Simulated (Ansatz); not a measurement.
Reaction (atomization): `FCC(F)(F)OC(F)(F)CF` → 4 C• + 6 F• + 4 H• + O•

Gas-phase electronic energies from Ansatz, PBE0-D4/def2-TZVP geometries. CCSD(T)/CBS adds triple-zeta CCSD(T) − MP2 to the extrapolated MP2 energy (def2 sets, frozen cores). This one scheme is used for every species, atoms too. For atomizations the MP2-based limit and the directly extrapolated one differ by several kJ/mol either way, and by 10 to 25 for some Ge, Se and Sn compounds, so smaller differences from it don't rank the levels. Open shells (•) are unrestricted, without spin–orbit coupling. Spin–orbit coupling would lower the free atoms: a little for C, F, O. One conformer a species, not always the lowest.

`FCC(F)(F)OC(F)(F)CF`:

```xyz
15

F     1.919   -0.160   -2.089
C     1.321    1.009   -1.717
C     0.848    0.918   -0.281
F     0.316    2.111    0.053
F     1.876    0.698    0.554
O    -0.097   -0.076   -0.184
C    -0.451   -0.609    1.033
F    -0.541    0.342    1.975
F     0.477   -1.493    1.449
C    -1.762   -1.353    0.881
F    -2.752   -0.489    0.511
H     0.459    1.202   -2.359
H     2.040    1.828   -1.787
H    -2.010   -1.805    1.844
H    -1.642   -2.124    0.117
```

| species | CCSD/def2-TZVPP energy (Eh) |
| --- | --- |
| `FCC(F)(F)OC(F)(F)CF` | -828.04516 |
| C• | -37.77900 |
| F• | -99.62162 |
| H• | -0.49981 |
| O• | -74.97390 |

Task: Work out ΔE.

Result: ΔE = 6 × (-99.62162) + 4 × (-37.77900) + 4 × (-0.49981) + (-74.97390) − (-828.04516) = 2.22630 Eh = +60.58 eV. CCSD(T)/CBS gives +63.70 eV.

Task: What do rigid-rotor, harmonic-oscillator terms from PBE0-D4/def2-TZVP frequencies (298.15 K, 1 bar) make of the CCSD(T)/CBS value? (Best estimate.)

Result: The calculation gave: ΔZPE = -2.49 eV, ΔH = +61.87 eV, ΔS = 1790 J/(mol·K), ΔG = +56.34 eV. Open shells count their whole term as degenerate. Modes under 50 cm⁻¹ make the entropy rough.

Largest T1 diagnostic among the species: 0.012.

The D4 term adds +0.52 eV with B3LYP and +0.28 eV with PBE0; it sums over pairs of atoms, weighted by their polarisabilities, and B3LYP, whose exchange is more repulsive, gets the larger term. From r2SCAN to r2SCAN0 (25 % exact exchange), in def2-TZVPP and without D4, ΔE moves by −1.95 eV: exact exchange takes away binding that semilocal exchange gives to molecules. In def2-TZVPP, CCSD(T) changes the Hartree–Fock value by +18.26 eV (the triples alone add +1.33 eV) and MP2 by +20.85 eV; breaking electron pairs costs correlation energy, which Hartree–Fock lacks.

B3LYP here is the variant with VWN-RPA as its local correlation; programs differ in this.
